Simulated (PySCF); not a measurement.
## Relaxation of singlet HfOF₂

All numbers come from PBE0/[Hf def2-TZVP with ECP60, O def2-TZVP, F def2-TZVP], scalar-relativistic core potentials, density fitting, no spin–orbit coupling, PySCF. A (50,194) grid was used.

A start displaced from a saddle point along its imaginary mode, of Cs symmetry, held to at least that symmetry:

```xyz
4
charge 0 multiplicity 1, angstrom
Hf   -0.0120   -0.0694   -0.0076
O    -1.4966    0.2500   -0.9455
F    -0.2532    0.2236    1.9216
F     1.6266    0.2236   -1.0540
```

Question: What does it relax to?

Answer: It ends at Cs with Hf–F 1.928 Å (×2), Hf–O 1.754 Å; F–Hf–F 117.0°, F–Hf–O 110.8° (×2) (after a last refinement on a finer grid). A frequency run shows a minimum. Other isomers or separated fragments may lie lower.

Question: How much energy is released, and in how many steps?

Answer: 6.4 kJ/mol in 7 steps.

Spin–orbit coupling, left out here, can matter for elements this heavy.

The relaxation took 15 s on 4 threads of a shared Arm Neoverse V2 host, with 133 basis functions and 8 gradients; the process peaked at 1.5 GiB. Launch command: `OMP_NUM_THREADS=4 python axn.py task.json out`.
